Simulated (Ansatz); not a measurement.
Consider the isomerisation: `C=[C]([SiH3])[GeH3]` → `C=C[SiH2][GeH3]`.

Gas-phase electronic energies from Ansatz, PBE0-D4/def2-TZVP geometries. CCSD(T)/CBS adds triple-zeta CCSD(T) − MP2 to the extrapolated MP2 energy (def2 sets, frozen cores). For Ge outer-core shells are correlated without core-valence functions, which leaves a few kJ/mol of doubt a bond. Scalar relativity is left out up to krypton. One conformer a species, not always the lowest.

```json
{"species": "`C=[C]([SiH3])[GeH3]`", "CCSD(T)/CBS(def2) energy (Eh)": "-2446.07081"}
{"species": "`C=C[SiH2][GeH3]`", "CCSD(T)/CBS(def2) energy (Eh)": "-2446.07990"}
```

Work out ΔE.

ΔE = (-2446.07990) − (-2446.07081) = -0.00909 Eh = -23.9 kJ/mol.

Largest T1 diagnostic among the species: 0.012.

The D4 term adds +3.7 kJ/mol with B3LYP and +1.8 kJ/mol with PBE0; it sums over pairs of atoms, weighted by their polarisabilities, and B3LYP, whose exchange is more repulsive, gets the larger term.

B3LYP here is the variant with VWN-RPA as its local correlation; programs differ in this.
